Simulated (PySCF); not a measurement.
Al(Cl)2(NHMe) (CH₄AlCl₂N), SMILES C[NH][Al]([Cl])[Cl]. Atoms are numbered in the order given.

```xyz
9

Al     0.0810    -0.1538     0.0000
Cl     0.7337    -2.1472     0.0000
Cl    -1.9700     0.2932     0.0000
N      1.2567     1.1551     0.0000
C      1.0170     2.5904     0.0000
H      2.2472     0.9236     0.0000
H      1.4415     3.0873    -0.8918
H      1.4415     3.0873     0.8918
H     -0.0652     2.7912     0.0000
```
Charge 0, spin multiplicity 1.

Geometry: B3LYP-D3(BJ)/def2-SVP. The structure was generated by enumeration; whether it is a known compound was not checked. Other conformers were not sampled.

Method: TDA-PBE/def2-SVPD in PySCF.

Vertical excitations. Isolated molecule, no solvent. State labels are in the subgroup Cs.

Computed UV-visible absorptions:
```csv
state,symmetry,energy (eV),λ (nm),f,main pairs
S1,A",4.45,279,0.015,HOMO→LUMO 99 %
S2,A',5.67,219,0.133,HOMO→LUMO+1 92 %
S3,A",6.03,205,0.001,HOMO→LUMO+2 100 %
S4,A',6.26,198,0.022,HOMO−1→LUMO 99 %
S5,A",6.42,193,0.000,HOMO−2→LUMO 99 %
S6,A",6.45,192,0.006,HOMO→LUMO+3 98 %
S7,A',6.69,185,0.090,HOMO−3→LUMO 94 %
S8,A",6.82,182,0.000,HOMO−1→LUMO+1 100 %
S9,A",6.88,180,0.045,"HOMO−4→LUMO 70 %, HOMO→LUMO+4 29 %"
S10,A",6.99,177,0.050,"HOMO→LUMO+4 68 %, HOMO−4→LUMO 28 %"
T1,A",4.14,300,0,HOMO→LUMO 99 %
T2,A',4.59,270,0,HOMO→LUMO+1 99 %
T3,A",5.89,210,0,HOMO→LUMO+2 99 %
T4,A',6.04,205,0,HOMO−1→LUMO 100 %
```
Triplets are in the Tamm–Dancoff approximation.
